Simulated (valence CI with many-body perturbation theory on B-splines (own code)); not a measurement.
# Level structure of In XLIV

Calculated by relativistic CI+MBPT: four valence electrons over a frozen Dirac-Fock core [He], a basis of 11 s, 11 p, 10 d, 8 f, 5 g, 2 h functions for each j, with the one-electron correlation potential Σ1 (screened to all orders), the two-electron term Σ2, the three-electron term Σ3, Breit, model QED; selected single and double excitations, second order for the rest, scaled by the run's own slope (own B-spline code, finite nucleus).

No measured spectrum was set against this ion. As an estimate, large intervals hold to a few tenths of a per cent, small ones and those within an open d or f shell to about a per cent. Among the levels kept, up to 810 cm⁻¹ of a level comes from second order outside the variational space, and about a tenth of that is noise between levels of different J, which matters for small intervals.

Levels 46 to 90 of 204, with energies above the lowest level, (2s^2 2p1/2^2) J=0. "Leading %" is the weight of the configuration and term that name the level; weights of strongly mixed levels are sums over their largest components and can fall short, so below about 35 % the name and the second component can differ from the true leading terms, or belong to a minority configuration. In the jj column 3d3/2^4 stands for four electrons in 3d with j = 3/2.

| No. | Configuration | Term | J | E (Ry) | Leading % | Second component | Leading jj |
| --- | --- | --- | --- | --- | --- | --- | --- |
| 46 | 2s2 2p 3p | 1P | 1 | 322.85 | 39 | 29 % 2s2 2p 3p 3S | 2s^2 2p3/2 3p3/2 (73 %) |
| 47 | 2s 2p2 3d | 3F | 2 | 323.21 | 35 | 22 % 2s 2p2 3d 1D | 2s 2p1/2^2 3d5/2 (87 %) |
| 48 | 2s 2p2 3s | 3P | 1 | 323.42 | 54 | 13 % 2s2 2p 3p 3S | 2s 2p1/2 2p3/2 3s (72 %) |
| 49 | 2s2 2p 3p | 3P | 2 | 324.11 | 43 | 31 % 2s2 2p 3p 1D | 2s^2 2p3/2 3p3/2 (73 %) |
| 50 | 2s 2p2 3s | 5P | 3 | 324.42 | 38 | 38 % 2s 2p2 3s 3D | 2s 2p1/2 2p3/2 3s (74 %) |
| 51 | 2s2 2p 3p | 1S | 0 | 325.42 | 65 | 25 % 2s2 2p 3p 3P | 2s^2 2p3/2 3p3/2 (90 %) |
| 52 | 2s 2p2 3s | 3P | 2 | 325.48 | 34 | 23 % 2s 2p2 3s 1D | 2s 2p1/2 2p3/2 3s (77 %) |
| 53 | 2s 2p2 3p | 5P° | 1 | 325.70 | 40 | 31 % 2s 2p2 3p 5D° | 2s 2p1/2 2p3/2 3p1/2 (99 %) |
| 54 | 2s 2p2 3p | 5D° | 2 | 326.26 | 46 | 23 % 2s 2p2 3p 3D° | 2s 2p1/2 2p3/2 3p1/2 (94 %) |
| 55 | 2s2 2p 3d | 3D° | 2 | 327.25 | 38 | 34 % 2s2 2p 3d 1D° | 2s^2 2p3/2 3d3/2 (87 %) |
| 56 | 2s2 2p 3d | 3F° | 3 | 327.39 | 34 | 19 % 2s2 2p 3d 3D° | 2s^2 2p3/2 3d3/2 (62 %) |
| 57 | 2s 2p2 3s | 3D | 1 | 327.68 | 67 | 20 % 2s 2p2 3s 1P | 2s 2p1/2 2p3/2 3s (97 %) |
| 58 | 2s2 2p 3d | 3P° | 1 | 327.83 | 61 | 33 % 2s2 2p 3d 3D° | 2s^2 2p3/2 3d3/2 (96 %) |
| 59 | 2s2 2p 3d | 3P° | 0 | 327.91 | 97 |  | 2s^2 2p3/2 3d3/2 (97 %) |
| 60 | 2s 2p2 3s | 3P | 1 | 328.02 | 57 | 21 % 2s 2p2 3s 1P | 2s 2p1/2 2p3/2 3s (94 %) |
| 61 | 2s 2p2 3s | 1D | 2 | 328.06 | 35 | 32 % 2s 2p2 3s 3D | 2s 2p1/2 2p3/2 3s (96 %) |
| 62 | 2s 2p2 3s | 3P | 0 | 328.07 | 88 | 5 % 2s2 2p 3p 1S | 2s 2p1/2 2p3/2 3s (87 %) |
| 63 | 2s2 2p 3d | 3F° | 4 | 328.09 | 97 |  | 2s^2 2p3/2 3d5/2 (97 %) |
| 64 | 2s 2p2 3p | 3F° | 3 | 328.20 | 15 | 15 % 2s2 2p 3d 3F° | 2s 2p1/2 2p3/2 3p1/2 (66 %) |
| 65 | 2s2 2p 3d | 3P° | 2 | 328.74 | 49 | 28 % 2s2 2p 3d 1D° | 2s^2 2p3/2 3d5/2 (91 %) |
| 66 | 2s 2p2 3p | 3P° | 2 | 329.40 | 38 | 23 % 2s 2p2 3p 5S° | 2s 2p1/2 2p3/2 3p1/2 (96 %) |
| 67 | 2s2 2p 3d | 1F° | 3 | 329.64 | 51 | 45 % 2s2 2p 3d 3D° | 2s^2 2p3/2 3d5/2 (85 %) |
| 68 | 2s2 2p 3d | 1P° | 1 | 330.06 | 65 | 20 % 2s2 2p 3d 3P° | 2s^2 2p3/2 3d5/2 (96 %) |
| 69 | 2s 2p2 3p | 5D° | 3 | 330.68 | 50 | 34 % 2s 2p2 3p 5P° | 2s 2p1/2 2p3/2 3p3/2 (98 %) |
| 70 | 2s 2p2 3p | 3D° | 1 | 331.05 | 39 | 32 % 2s 2p2 3p 5P° | 2s 2p1/2 2p3/2 3p3/2 (79 %) |
| 71 | 2s 2p2 3p | 3P° | 0 | 331.23 | 40 | 30 % 2s 2p2 3p 1S° | 2s 2p1/2 2p3/2 3p1/2 (86 %) |
| 72 | 2s 2p2 3p | 3F° | 2 | 331.25 | 50 | 23 % 2s 2p2 3p 1D° | 2s 2p1/2 2p3/2 3p1/2 (97 %) |
| 73 | 2s 2p2 3p | 3D° | 1 | 331.32 | 50 | 19 % 2s 2p2 3p 3P° | 2s 2p1/2 2p3/2 3p1/2 (76 %) |
| 74 | 2s 2p2 3p | 3D° | 2 | 331.79 | 49 | 17 % 2s 2p2 3p 5P° | 2s 2p1/2 2p3/2 3p3/2 (96 %) |
| 75 | 2s 2p2 3p | 3P° | 0 | 332.54 | 93 | 6 % 2s 2p2 3p 5D° | 2s 2p1/2 2p3/2 3p3/2 (90 %) |
| 76 | 2s 2p2 3p | 3F° | 4 | 332.75 | 51 | 48 % 2s 2p2 3p 5D° | 2s 2p1/2 2p3/2 3p3/2 (96 %) |
| 77 | 2s 2p2 3p | 3P° | 2 | 333.22 | 52 | 18 % 2s 2p2 3p 1D° | 2s 2p1/2 2p3/2 3p3/2 (96 %) |
| 78 | 2s 2p2 3p | 3D° | 1 | 333.23 | 34 | 26 % 2s 2p2 3p 1P° | 2s 2p1/2 2p3/2 3p1/2 (96 %) |
| 79 | 2s 2p2 3p | 1P° | 1 | 333.78 | 40 | 21 % 2s 2p2 3p 3P° | 2s 2p1/2 2p3/2 3p3/2 (93 %) |
| 80 | 2s 2p2 3p | 3D° | 3 | 333.97 | 47 | 26 % 2s 2p2 3p 1F° | 2s 2p1/2 2p3/2 3p3/2 (96 %) |
| 81 | 2s 2p2 3d | 5F | 2 | 334.44 | 45 | 16 % 2s 2p2 3d 3P | 2s 2p1/2 2p3/2 3d3/2 (98 %) |
| 82 | 2s 2p2 3d | 5D | 1 | 334.49 | 54 | 20 % 2s 2p2 3d 5F | 2s 2p1/2 2p3/2 3d3/2 (98 %) |
| 83 | 2s 2p2 3d | 5D | 0 | 334.50 | 86 | 13 % 2s 2p2 3d 3P | 2s 2p1/2 2p3/2 3d3/2 (99 %) |
| 84 | 2s 2p2 3d | 5F | 3 | 334.84 | 60 | 12 % 2s 2p2 3d 5P | 2s 2p1/2 2p3/2 3d3/2 (85 %) |
| 85 | 2s 2p2 3d | 5F | 4 | 335.45 | 55 | 34 % 2s 2p2 3d 5D | 2s 2p1/2 2p3/2 3d5/2 (95 %) |
| 86 | 2s 2p2 3p | 3D° | 2 | 336.21 | 35 | 27 % 2s 2p2 3p 3P° | 2s 2p1/2 2p3/2 3p3/2 (90 %) |
| 87 | 2s 2p2 3p | 3F° | 3 | 336.46 | 41 | 37 % 2s 2p2 3p 3D° | 2s 2p1/2 2p3/2 3p3/2 (98 %) |
| 88 | 2s 2p2 3d | 3F | 4 | 336.54 | 38 | 21 % 2s 2p2 3d 5D | 2s 2p1/2 2p3/2 3d3/2 (78 %) |
| 89 | 2s 2p2 3d | 3F | 2 | 336.62 | 27 | 22 % 2s 2p2 3d 5D | 2s 2p1/2 2p3/2 3d5/2 (96 %) |
| 90 | 2s 2p2 3d | 3F | 3 | 336.67 | 39 | 34 % 2s 2p2 3d 5P | 2s 2p1/2 2p3/2 3d3/2 (50 %) |
